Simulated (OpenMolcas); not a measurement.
**Computed levels of Co III**

- Program: OpenMolcas
- Method: SS-CASPT2, IPEA 0.25 Eh, imaginary shift 0.1 Eh (closed shells correlated: 3s 3p)
- Basis: ANO-RCC-VTZP [6s5p3d2f1g]
- Scalar Hamiltonian: DKH2, point nucleus
- Active space: 7 electrons in 5 orbitals (3d)
- State averaging: 2S+1 = 4 even, 10 roots; 2S+1 = 2 even, 40 roots (35 in the spin-orbit step)
- Spin-orbit coupling: RASSI with atomic mean-field integrals over the reference wave functions, term energies averaged over their components

With spin-orbit coupling, above the lowest level:

```csv
Configuration,Term,J,E (cm-1),Measured (cm-1),g,Term weight %,Second
3d7,4F,9/2,0.0,0.0,1.333,100,
3d7,4F,7/2,857,841,1.238,100,
3d7,4F,5/2,1484,1451,1.029,100,
3d7,4F,3/2,1912,1867,0.400,100,
3d7,4P,5/2,15540,15202,1.600,100,
3d7,4P,3/2,15830,15428,1.722,97,3 2P
3d7,4P,1/2,16220,15811,2.646,99,
3d7,2G,9/2,16370,16978,1.108,98,
3d7,2G,7/2,17190,17766,0.889,100,
3d7,2P,3/2,21390,20195,1.236,77,20 2D
3d7,2H,11/2,22100,22720,1.091,100,
3d7,2P,1/2,22390,,0.691,99,
3d7,2D,5/2,22780,23059,1.201,100,
3d7,2H,9/2,22820,23434,0.913,98,
3d7,2D,3/2,24200,24237,0.910,79,20 2P
3d7,2F,5/2,36880,37021,0.857,100,
3d7,2F,7/2,37200,37316,1.143,100,
```

Against the 15 measured excited levels shown (Sugar and Corliss, J. Phys. Chem. Ref. Data 10, 1097 (1981)) the mean absolute deviation is 360 cm-1; the largest miss in energy is 3d7 2P 3/2: computed 21390, measured 20195 cm-1 (+5.9 %).

Spin-orbit coupling puts the lowest level 871 cm-1 below the lowest spin-free term.

A least-squares Racah fit to the terms below 60000 cm-1, each weighted by 2L + 1 and with a free common offset, gives B = 1014 cm-1 and C = 3953 cm-1 (C/B = 3.90), with an rms deviation of 358 cm-1.

For 4F the intervals divided by the larger J are -171.3, -179.1, -190.4 cm-1. Landé's interval rule makes them equal in pure LS coupling; they differ by 11 % of their mean. The multiplet is inverted.

CASPT2 does not keep the components of a term degenerate, so their means are used; among the terms shown or strongly mixed into the levels shown the widest spread is 1100 cm-1 (3d7 2H). Some high roots are left out of the spin-orbit mixing, which shifts the levels that they would mix with. Some levels mix across a computed gap that differs much from the measured one, so their mixing is not that of the real levels. The CASPT2 spread within a term exceeds the gap to the next term for 3d7 2P and 3d7 2H, 3d7 2H and 3d7 2D, so the order of their levels is uncertain. Measured partners are found by configuration, term and J. A level has none where our copy of the source lacks it or the pairing is in doubt (some pairs that miss far off the trend of their configuration count as doubtful), and it then counts in no deviation. Levels of configurations outside the active space are missing. The first state left out of the spin-orbit step lies near 68000 cm-1 above the lowest spin-free state of the reference (among the parities and spins computed), and the list stops at four fifths of that energy or lower.

The term weight is that of the spin-free term in the level, not the purity of its configuration.
